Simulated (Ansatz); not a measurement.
`Cl[Si]Cl` + CH₃OH → `CO[Si]Cl` + HCl at 298.15 K and 1 bar (ligand exchange at the Si–Cl bond).

Calculated with Ansatz (gas phase, PBE0-D4/def2-TZVP geometries, no zero-point term in ΔE). CCSD(T)/CBS is the MP2 limit (def2-TZVPP, def2-QZVPP) plus CCSD(T) − MP2 in def2-TZVPP, frozen cores. This one scheme is used for every species. Each species was taken in one conformer, which may not be the lowest.

```csv
species,CCSD(T)/CBS energy (Eh),H − E (kJ/mol),S (J/(mol·K))
`Cl[Si]Cl`,-1208.69388,19.9,281.9
CH₃OH,-115.61712,146.3,238.2
`CO[Si]Cl`,-863.93892,132.7,321.4
HCl,-460.38127,26.6,186.8
```

H − E and S are ideal-gas, rigid-rotor, harmonic terms from PBE0-D4/def2-TZVP, for one conformer and one mirror image of each species. 1 Eh = 2625.50 kJ/mol, R = 8.31446 J/(mol·K).

Question: By hand: ΔE, ΔH, ΔS and ΔG.

Answer: ΔE = (-863.93892) + (-460.38127) − (-1208.69388) − (-115.61712) = -0.00919 Eh = -24.1 kJ/mol. Δ(H − E) = 132.7 + 26.6 − 19.9 − 146.3 = -6.9, so ΔH = -31.0 kJ/mol. ΔS = 321.4 + 186.8 − 281.9 − 238.2 = -11.9 J/(mol·K). ΔG = -31.0 − 298.15 × (-11.9)/1000 = -27.5 kJ/mol.

Question: By hand: the equilibrium constant, and the temperature at which ΔG would vanish if ΔH and ΔS stayed fixed.

Answer: log₁₀ K = −ΔG/(RT ln 10) = 4.8. ΔG = 0 at ΔH/ΔS = 2605 K, far beyond where these terms or the molecules hold.

The number of gas molecules stays the same, so ΔS is small and ΔH decides. A doubt of 5 kJ/mol in ΔE shifts log₁₀ K by 0.9 here. Other conformers and mirror images would add mixing entropy, several J/(mol·K) or more a flexible species. These are equilibria of isolated gas molecules and say nothing of rates. Largest T1 diagnostic: 0.014 (customary marks: 0.02 for closed shells, 0.045 for open ones).
